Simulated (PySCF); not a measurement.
Computed IR spectrum (relative IR intensity) of a molecule C2H6ClFOSi. The structure is a stationary point at B3LYP-D3(BJ)/def2-SVP. One conformer was computed; it need not be the lowest. Level of theory: PySCF with B3LYP-D3(BJ)/def2-SVP. Frequencies are harmonic and unscaled.

ν (cm⁻¹): 194 (w), 238 (vw), 281 (w), 297 (w), 319 (m), 374 (w), 513 (m), 694 (w), 709 (m), 800 (vs), 895 (s), 951 (m), 975 (w), 990 (m), 1045 (w), 1277 (vw), 1425 (vw), 1478 (vw), 1482 (vw), 3035 (w), 3116 (w), 3122 (w), 3874 (m) (against the strongest line: vs over 80 %, s over 45 %, m over 15 %, w over 4 %, vw less)

Identify the compound among the candidates.
A. C[Si@](O)(Cl)CF
B. OCC[Si@@H](F)Cl
C. CC[Si](O)(F)Cl
D. O[SiH2]C[C@@H](F)Cl

C, CC[Si](O)(F)Cl
